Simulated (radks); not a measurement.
Values are calculated unless marked as measured or tabulated.
All-electron atom: Hf38+ in [Ar] 3d10 4s2 4p4. Level of theory: scalar-relativistic Kohn-Sham, PBE, spin-polarised, spherical densities, point nucleus; open shells are filled with parallel spins first (spin-orbit coupling, left out, can overturn this in heavy ions) (a radial shooting solver on a logarithmic mesh with Libxc functionals).

Normalised radial functions P(r) = r R(r), r in bohr:

```
   r/bohr * 3p down, o 4s up (the largest magnitude, 2.43, reaches the edge; | marks zero, & curves that meet)
0.0009966                             * o
 0.001267                             * o
 0.001611                             *  o
 0.002048                             *  o
 0.002624                             *   o
 0.003336                             |*  o
  0.00424                             |*   o
  0.00539                             | *  o
 0.006853                             | *   o
 0.008711                             |  *  o
  0.01107                             |    &
  0.01408                             |   o *
   0.0179                             |  o     *
  0.02275                             o          *
  0.02892                          o  |             *
  0.03706                       o     |               *
  0.04712                    o        |               *
   0.0599                     o       |            *
  0.07614                        o    |     *
   0.0968                        *    | o
   0.1231             *               |        o
   0.1564    *                        |            o
   0.1989  *                          |        o
   0.2528       *                  o  |
   0.3214             o  *            |
   0.4118        o              *     |
   0.5236             o             * |
   0.6656                     o       *
   0.8461                           o *
    1.076                             &
    1.367                             &
```

3p down: eigenvalue -3753.1 eV, 1 radial node at r = 0.0873 bohr, <r> = 0.205 bohr, 90 % of the charge inside 0.306 bohr. 4s up: eigenvalue -1932.8 eV, 3 radial nodes at r = 0.0227, 0.0908, 0.240 bohr, <r> = 0.417 bohr, 90 % of the charge inside 0.589 bohr.
